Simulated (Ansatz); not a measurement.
**Relative stability**

The two ends of one reaction step of CH$_{6}$SZn, closed shell (PBE0-D4/def2-TZVP).

A:

```
9
angstrom
Zn -1.2068 -0.1101 0.1744
S 0.5774 1.9415 -0.8698
C 0.1863 -1.2093 0.9927
H -0.0270 1.9890 -2.0668
H -2.4874 0.5641 -0.3907
H 1.5362 1.1102 -1.3073
H 0.8694 -1.6022 0.2333
H 0.7810 -0.6217 1.6984
H -0.2291 -2.0616 1.5359
```

B:

```xyz
9
angstrom
Zn 0.8299 0.2616 0.0944
S 1.3722 1.9808 -1.1293
C 0.3528 -1.2458 1.2073
H -1.9159 1.3745 -1.1387
H -2.5039 0.9219 -1.0460
H 1.0931 1.3362 -2.2761
H 1.0150 -2.0928 1.0170
H 0.4314 -0.9795 2.2636
H -0.6747 -1.5569 1.0076
```

Ansatz 0.2.0; basis: def2-TZVPP; cores frozen in the correlated methods. The 3s and 3p shells of Cu and Zn are frozen; filled d shells are correlated. B3LYP uses VWN-RPA correlation.

**Question.** Which structure is lower at CCSD(T), and by how much? (To be estimated.)

**Answer.** By the calculation: B, by 66.1 kJ/mol (electronic energy, against the other). By their contacts, A is a complex of CH₄Zn ([CH3][ZnH]) + H₂S and B is a complex of CH₄SZn ([CH3][Zn][SH]) + H₂.

All methods give the same order:

| method | E(B) − E(A) (kJ/mol) |
| --- | --- |
| SPW92 | -53.3 |
| PBE-D4 | -66.7 |
| BLYP-D4 | -66.6 |
| r2SCAN-D4 | -68.2 |
| B97M-V | -57.9 |
| PBE0-D4 | -66.5 |
| B3LYP-D4 | -65.8 |
| r2SCAN0-D4 | -68.1 |
| BHLYP-D4 | -65.1 |
| CAM-B3LYP-D4 | -61.5 |
| wB97X-V | -64.5 |
| wB97M-V | -64.0 |
| B2PLYP | -70.5 |
| PBE-QIDH | -70.2 |
| RPA on PBE | -60.8 |
| HF | -69.1 |
| MP2 | -74.9 |
| CCSD | -64.6 |
| CCSD(T) | -66.1 |

The T1 diagnostic stays at or below 0.014.

Labels in which every atom is bracketed show which atoms are joined, not bond orders.

For scale, one of the runs: CCSD(T)/def2-TZVPP, 221 basis functions (an equivalent command: `ansatz run in.yaml --threads 4`). Time: 22 s of wall clock on 4 CPU threads; the host was shared. Peak host memory: 3.4 GiB.
